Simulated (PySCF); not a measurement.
C₆ coefficients of unlike pairs at r2SCANh

Calculated with PySCF 2.14 from the dipole response of each species, C₆(A,B) = (3/π) ∫ α_A(iu) α_B(iu) du, in atomic units, from isotropic polarisabilities. For ions this is the dispersion term alone; charge-induced terms of lower order in 1/R come first.

```json
{"species": "Zr", "configuration": "[Kr] 4d2 5s2 (3F)", "basis": "aug-cc-pwCVDZ-PP with ECP28MDF (6s6p5d3f)", "relativity": "core potential", "α (bohr³)": "125.7", "C₆ (like pair)": "1829"}
{"species": "C³⁺", "configuration": "[He] 2s1 (2S)", "basis": "aug-cc-pVQZ with one added diffuse shell each of s, p, d, f, g type (7s6p5d4f3g)", "relativity": "none", "α (bohr³)": "3.207", "C₆ (like pair)": "2.719"}
{"species": "Kr", "configuration": "[Kr] (1S)", "basis": "aug-cc-pVTZ-PP with one added diffuse shell each of s, d, f type with ECP10MDF (7s5p5d3f)", "relativity": "core potential", "α (bohr³)": "17.26", "C₆ (like pair)": "136.7"}
{"species": "V³⁺", "configuration": "[Ar] 3d2 (3F)", "basis": "aug-cc-pVTZ-DK (8s7p5d3f2g)", "relativity": "spin-free X2C", "α (bohr³)": "2.210", "C₆ (like pair)": "5.710"}
```

(1) Estimate C₆ for V³⁺ with Kr.

No spin-orbit coupling is included.

The other pairs:

```
    pair     C₆
 V³⁺, Zr  65.05
 Kr, C³⁺  18.64
 C³⁺, Zr  66.33
V³⁺, C³⁺  3.142
  Kr, Zr  421.5
```

Results:

(1) The integral gives 25.22. The combination rule 2 C_A C_B / (C_A α_B/α_A + C_B α_A/α_B) gives 25.13 and the geometric mean 27.93.
